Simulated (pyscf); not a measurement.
A first-order saddle from PySCF, ωB97X-D3(BJ)/def2-SVP:

```xyz
4

As     1.2811     0.2902    -0.2579
Ga    -0.0982    -0.2351    -2.0652
H     -0.0574     0.9389     0.1251
H     -0.4479    -1.4423    -0.9972
```

Surface: singlet, charge 0. Lowest wavenumbers (cm⁻¹): 943i, 285, 403, 650, 1656.

Task: Which two sides does it connect, and which bonds change?

Result: HGa=AsH (SMILES [GaH]=[AsH]) ⇌ Ga–AsH₂ (SMILES [Ga][AsH2]) [singlet], a hydrogen shift read from left to right: Ga–H broken and As–H formed. At CCSD(T)/def2-TZVPP + ΔMP2(QZVPP) it lies +1.34 eV from the left side and +1.72 eV from the right (each side as separated species at their lowest minima found). One saddle was located; it need not be the lowest between these sides. One closed-shell reference is unstable to symmetry breaking; treat the single-reference values with care. The CCSD(T) − MP2 part came from Ansatz, without density fitting, on the same reference. The frozen core leaves the outer d or s,p core shells of the metals and heavy elements correlated in the MP2 and CC values, and def2-TZVPP describes them poorly, which can shift differences by a few kcal/mol. Elements up to Kr have no core potential and no relativistic terms here.
